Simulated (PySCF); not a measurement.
A geometry optimisation on `C[Se](=O)(=O)[SiH3]`.

Method: PBE0-D3(BJ)/def2-SVP geometry optimisation, gas phase (PySCF 2.14.0). Start geometry: GFN2-xTB. The input is one job of a driver script: a line of settings, then coordinates in Å.

Command:
```bash
OMP_NUM_THREADS=1 python probes_run.py task.json out
```

Input:
```
{"job": {"xc": "PBE0", "basis": "def2-SVP", "d3": "d3bj", "grid": 1, "shake": 0.01, "kind": "geom"}, "charge": 0, "multiplicity": 1}
C     -1.621110     0.508070    -0.304860
Se    -0.229690    -0.357220     0.692210
O     -0.140200     0.350590     2.104660
O     -0.573090    -1.886700     0.817150
Si     1.840680    -0.194170    -0.381010
H     -2.544060     0.385840     0.289310
H     -1.733860     0.057280    -1.280210
H     -1.396590     1.596850    -0.401130
H      2.729160    -0.900420     0.563110
H      2.082430     1.249810    -0.457180
H      1.624440    -0.835770    -1.657710
```

Output:
```
step   0  E = -2881.93494109  max force = 0.047491
step   1  E = -2881.94349159  max force = 0.014639
step   2  E = -2881.94415545  max force = 0.002465
step   3  E = -2881.94421422  max force = 0.000773
step   4  E = -2881.94422614  max force = 0.000647
step   5  E = -2881.94423271  max force = 0.000219
optimisation converged
```

Energies in Eh; «max force» is the largest Cartesian gradient component in Eh/bohr.

**Question.** Give the first gradient maximum in eV/Å.

**Answer.** With 1 Eh/bohr = 51.422 eV/Å, 2.442 eV/Å.

**Question.** How much energy does the optimisation release, in kcal/mol?

**Answer.** E(step 0) − E(last step) = 0.009292 Eh, which is 5.8 kcal/mol.

In short: final energy -2881.94423 Eh after 5 steps; dipole 5.10 D.

**Question.** Where do the atoms end?

**Answer.** 0.072 Å rms from the input after alignment:
```
atom  x, y, z in Å
C1    -1.6072    0.4990   -0.2928
Se2   -0.2700   -0.3898    0.7754
O3    -0.1416    0.4470    2.1510
O4    -0.6424   -1.9617    0.7804
Si5    1.7886   -0.1647   -0.3688
H6    -2.5426    0.3842    0.2721
H7    -1.6779   -0.0047   -1.2651
H8    -1.3409    1.5596   -0.3859
H9     2.7498   -0.8784    0.5088
H10    2.0863    1.2890   -0.4852
H11    1.6370   -0.8105   -1.7012
```

**Question.** How long does this job take on an Arm Neoverse V1 with one thread, no GPU, shared host with 32 logical CPUs at a one-minute load of 18? And the peak memory of the process?

**Answer.** About 54 s, with 0.50 GiB resident at the peak, the Python interpreter and its libraries included.
Labels such as C1 count atoms from 1, the log's own numbers from 0.
